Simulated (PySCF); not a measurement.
F₂O₂W, singlet, at a GFN2-xTB geometry (such geometries of metal compounds can be far from the true shape) (core potentials on W); PySCF with DF-BLYP/def2-TZVP.

Here is a job for PySCF.
```python
from pyscf import gto, scf, dft

mol = gto.M(
    atom='''
W     0.054870   -0.011695    0.018386
O     1.322296   -0.356872   -1.036446
O     0.493459   -0.030142    1.644881
F    -0.715267    1.598886   -0.415930
F    -1.349892   -1.158712   -0.276078
''',
    basis='def2-tzvp',
    ecp={'W': 'def2-tzvp'},
    charge=0,
    spin=0,
    verbose=4,
)

mf = dft.RKS(mol)
mf.xc = 'blyp'
mf.conv_tol_grad = 1e-7
mf = mf.density_fit(auxbasis='def2-universal-jkfit')
mf.kernel()
mf.analyze()
```

The log (banner, timings and long lists left out):

```
PySCF version 2.14.0

[INPUT] verbose = 4
[INPUT] num. atoms = 5
[INPUT] num. electrons = 48
[INPUT] charge = 0
[INPUT] spin (= nelec alpha-beta = 2S) = 0
[INPUT] symmetry False subgroup None
[INPUT] Mole.unit = angstrom
[INPUT] Symbol           X                Y                Z      unit          X                Y                Z       unit  Magmom
[INPUT]  1 W      0.054870000000  -0.011695000000   0.018386000000 AA    0.103689272455  -0.022100347027   0.034744504526 Bohr   0.0
[INPUT]  2 O      1.322296000000  -0.356872000000  -1.036446000000 AA    2.498777295608  -0.674390341526  -1.958599082901 Bohr   0.0
[INPUT]  3 O      0.493459000000  -0.030142000000   1.644881000000 AA    0.932502363702  -0.056960124847   3.108374597501 Bohr   0.0
[INPUT]  4 F     -0.715267000000   1.598886000000  -0.415930000000 AA   -1.351658735939   3.021456644401  -0.785993786990 Bohr   0.0
[INPUT]  5 F     -1.349892000000  -1.158712000000  -0.276078000000 AA   -2.550926177741  -2.189648337247  -0.521711809018 Bohr   0.0

nuclear repulsion = 222.760920503859
number of shells = 58
number of NR pGTOs = 250
number of NR cGTOs = 164
basis = def2-tzvp
ecp = {'W': 'def2-tzvp'}

******** <class 'pyscf.df.df_jk.DFRKS'> ********
method = DFRKS
initial guess = minao
damping factor = 0
level_shift factor = 0
DIIS = <class 'pyscf.scf.diis.CDIIS'>
diis_start_cycle = 1
diis_space = 8
diis_damp = 0
SCF conv_tol = 1e-09
SCF conv_tol_grad = 1e-07
SCF max_cycles = 50
direct_scf = False
XC library pyscf.dft.libxc version 7.1.2
    S. Lehtola, C. Steigemann, M. J. T. Oliveira, and M. A. L. Marques,  SoftwareX 7, 1–5 (2018)
XC functionals = blyp
    A. D. Becke,  Phys. Rev. A 38, 3098 (1988)
    C. Lee, W. Yang, and R. G. Parr,  Phys. Rev. B 37, 785 (1988)
    B. Miehlich, A. Savin, H. Stoll, and H. Preuss,  Chem. Phys. Lett. 157, 200 (1989)
radial grids:
    Treutler-Ahlrichs [JCP 102, 346 (1995); DOI:10.1063/1.469408] (M4) radial grids

becke partition: Becke, JCP 88, 2547 (1988); DOI:10.1063/1.454033
pruning grids: <function nwchem_prune>
grids dens level: 3
symmetrized grids: False
atomic radii adjust function: <function treutler_atomic_radii_adjust>
small_rho_cutoff = 0
Initial guess from minao.
tot grids = 81000
init E= -396.984453483471
  HOMO = -0.557675367588143  LUMO = -0.227728596095359  gap/eV = 8.97831
cycle= 1 E= -416.622377689352  delta_E= -19.6  |g|=  2.3  |ddm|= 8.65
  HOMO = -0.116883925913914  LUMO = -0.0679132502698273  gap/eV = 1.33256
cycle= 2 E= -402.244096165475  delta_E= 14.4  |g|= 7.18  |ddm|= 6.83
  HOMO = -0.216641244787513  LUMO = -0.0565003938132923  gap/eV = 4.35765
cycle= 3 E= -416.717594140078  delta_E= -14.5  |g|= 2.25  |ddm|= 6.34
  HOMO = -0.234426014401034  LUMO = -0.115328311421891  gap/eV = 3.24081
cycle= 4 E= -417.332644196067  delta_E= -0.615  |g|= 1.25  |ddm|= 1.56
  HOMO = -0.313005780232611  LUMO = -0.156280271169987  gap/eV = 4.26472
cycle= 5 E= -417.591282531784  delta_E= -0.259  |g|= 0.14  |ddm|= 0.614
  HOMO = -0.288255000950343  LUMO = -0.132288228367209  gap/eV = 4.24407
cycle= 6 E= -417.594287510098  delta_E= -0.003  |g|= 0.0593  |ddm|= 0.14
  HOMO = -0.297793492066827  LUMO = -0.139693177327828  gap/eV = 4.30213
cycle= 7 E= -417.594946897927  delta_E= -0.000659  |g|= 0.0166  |ddm|= 0.0503
  HOMO = -0.296568611189421  LUMO = -0.139003892225297  gap/eV = 4.28755
cycle= 8 E= -417.59500315279  delta_E= -5.63e-05  |g|= 0.00288  |ddm|= 0.0105
  HOMO = -0.296639773832851  LUMO = -0.139128022858397  gap/eV = 4.28611
cycle= 9 E= -417.595003817094  delta_E= -6.64e-07  |g|= 0.00193  |ddm|= 0.00121
  HOMO = -0.296686935914646  LUMO = -0.139075220177816  gap/eV = 4.28883
cycle= 10 E= -417.595003513939  delta_E= 3.03e-07  |g|= 0.00232  |ddm|= 0.00156
  HOMO = -0.296708717285725  LUMO = -0.13906459370299  gap/eV = 4.28972
cycle= 11 E= -417.595004478832  delta_E= -9.65e-07  |g|= 0.000531  |ddm|= 0.00118
  HOMO = -0.296702455929349  LUMO = -0.13907218987746  gap/eV = 4.28934
cycle= 12 E= -417.595004529728  delta_E= -5.09e-08  |g|= 3.72e-05  |ddm|= 0.000246
  HOMO = -0.296702743160729  LUMO = -0.13907426633541  gap/eV = 4.28929
cycle= 13 E= -417.595004529944  delta_E= -2.16e-10  |g|= 4.8e-06  |ddm|= 2.15e-05
  HOMO = -0.296702813897991  LUMO = -0.139074290444512  gap/eV = 4.28929
cycle= 14 E= -417.595004529941  delta_E= 3.75e-12  |g|= 6.86e-06  |ddm|= 4.68e-06
  HOMO = -0.296702904242014  LUMO = -0.139074295489685  gap/eV = 4.28929
cycle= 15 E= -417.595004529949  delta_E= -8.64e-12  |g|= 5.83e-07  |ddm|= 3.17e-06
  HOMO = -0.296702908455053  LUMO = -0.139074261193795  gap/eV = 4.28929
cycle= 16 E= -417.595004529949  delta_E=    0  |g|= 2.42e-07  |ddm|= 4.34e-07
  HOMO = -0.296702905809735  LUMO = -0.139074273686337  gap/eV = 4.28929
cycle= 17 E= -417.59500452995  delta_E= -4.55e-13  |g|= 2.8e-08  |ddm|= 1.45e-07
  HOMO = -0.296702896003204  LUMO = -0.139074267471962  gap/eV = 4.28929
Extra cycle  E= -417.595004529951  delta_E= -1.25e-12  |g|= 6.85e-08  |ddm|= 5.61e-08
converged SCF energy = -417.595004529951
**** SCF Summaries ****
Total Energy =                        -417.595004529950870
Nuclear Repulsion Energy =             222.760920503858642
One-electron Energy =                -1042.035634088827237
Two-electron Energy =                  401.679709055017724
Two-electron Coulomb Energy =          447.393838764142743
DFT Exchange-Correlation Energy =      -45.714129709124997
HOMO-LUMO gap [eV] =                     4.289293458766813
**** MO energy ****
MO #1   energy= -24.3326291263119  occ= 2
MO #2   energy= -24.3326259842768  occ= 2
MO #3   energy= -18.8158843151339  occ= 2
MO #4   energy= -18.8158747748208  occ= 2
MO #5   energy= -2.96913779110656  occ= 2
MO #6   energy= -1.66497978583473  occ= 2
MO #7   energy= -1.66489984925859  occ= 2
MO #8   energy= -1.66417800996538  occ= 2
MO #9   energy= -1.1065212131744   occ= 2
MO #10  energy= -1.10204533453251  occ= 2
MO #11  energy= -0.874213927659265 occ= 2
MO #12  energy= -0.853252805263572 occ= 2
MO #13  energy= -0.477822227626635 occ= 2
MO #14  energy= -0.46910558508922  occ= 2
MO #15  energy= -0.454834661962384 occ= 2
MO #16  energy= -0.444737779907625 occ= 2
MO #17  energy= -0.442331919553576 occ= 2
MO #18  energy= -0.409635944535928 occ= 2
MO #19  energy= -0.39332566412785  occ= 2
MO #20  energy= -0.366106255003019 occ= 2
MO #21  energy= -0.35696351549104  occ= 2
MO #22  energy= -0.336720554692973 occ= 2
MO #23  energy= -0.333449922151388 occ= 2
MO #24  energy= -0.296702896003204 occ= 2
MO #25  energy= -0.139074267471962 occ= 0
MO #26  energy= -0.0979504892248535 occ= 0
MO #27  energy= -0.0671057369320903 occ= 0
MO #28  energy= -0.0644070850181296 occ= 0
MO #29  energy= -0.0214591183316334 occ= 0
MO #30  energy= -0.00792483689761412 occ= 0
MO #31  energy= 0.0523938329647972 occ= 0
MO #32  energy= 0.0689740323307795 occ= 0
Dipole moment(X, Y, Z, Debye): -0.95435,  0.20341, -0.31978
```
